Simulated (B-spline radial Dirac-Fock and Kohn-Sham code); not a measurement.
Calculated with an atomic code on a B-spline grid, using Dirac-Fock ΔSCF + Breit + QED. Free neutral atoms up to Cf, the lines Kα1, Kβ1, Lα1, Lβ1, Lβ2, Lγ1, Lℓ and Mα1 where both subshells are closed (so no Lα of most 3d metals and no Mα of most lanthanides); Na, Y were not searched.

Q: Gd Lα1 is computed at 6056.0 eV. Which of the searched lines of other elements lie within 76 eV and could overlap it in an energy-dispersive spectrum?

A: Ce Lγ1 at 6052.6 eV (-3); Nd Lβ2 at 6088.8 eV (+33).
